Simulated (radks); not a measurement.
Neutral ruthenium inside a hard spherical wall (all orbitals vanish at R), configuration held at [Kr] 4d7 5s1 and not refilled when levels cross. All-electron calculation, scalar-relativistic Kohn-Sham, r2SCAN, spin-polarised, spherical densities, finite nucleus; open shells are filled with parallel spins first (spin-orbit coupling, left out, can overturn this in heavy ions); meta-GGA in the generalised Kohn-Sham scheme; Fermi nuclear charge, rms radius 4.4809 fm. Program: a radial shooting solver on a logarithmic mesh with Libxc functionals. Eigenvalues in eV for spin up, with the zero of energy where the potential of the charges vanishes at infinity; a dash marks a level that is unbound or too diffuse for the functional's potential to be trusted. A positive occupied level is held by the wall or, in an anion where self-interaction has pushed it up, behind a barrier. The pressure on the wall is -dE/dV.

| R (bohr) | E (hartree) | kinetic (hartree) | e(4s) | e(4p) | e(4d) | e(5s) | e(5p, empty) | e(6s, empty) | pressure (GPa) |
|---|---|---|---|---|---|---|---|---|---|
| free | -4531.39370 | 4685.947 | -79.366 | -48.739 | -6.282 | -5.029 | -0.925 | - | 0 |
| 20 | -4531.39370 | 4685.947 | -79.366 | -48.739 | -6.282 | -5.029 | -0.925 | - | < 0.0001 |
| 15 | -4531.39370 | 4685.947 | -79.366 | -48.739 | -6.282 | -5.029 | -0.920 | 1.061 | < 0.0001 |
| 8 | -4531.39102 | 4685.970 | -79.209 | -48.583 | -6.140 | -4.895 | -0.438 | 5.842 | 0.117 |
| 7 | -4531.38495 | 4686.011 | -78.974 | -48.350 | -5.932 | -4.664 | 0.099 | 8.829 | 0.504 |
| 6 | -4531.36484 | 4686.127 | -78.408 | -47.792 | -5.437 | -4.036 | 1.297 | 14.329 | 2.28 |
| 5 | -4531.29439 | 4686.477 | -77.024 | -46.447 | -4.230 | -2.268 | 4.154 | 25.361 | 11.9 |
| 3.5 | -4530.61824 | 4689.261 | -70.047 | -39.798 | 2.334 | 9.876 | 20.670 | 75.620 | 224 |
| 3 | -4529.67587 | 4692.888 | -64.181 | -34.183 | 8.602 | 23.533 | 37.642 | 119.63 | 750 |
| 2.5 | -4527.15288 | 4702.381 | -53.422 | -23.455 | 21.457 | 54.222 | 73.517 | 203.62 | 3090 |
| 2 | -4519.10153 | 4730.906 | -29.941 | 1.587 | 52.107 | 131.86 | 158.71 | 384.76 | 16700 |
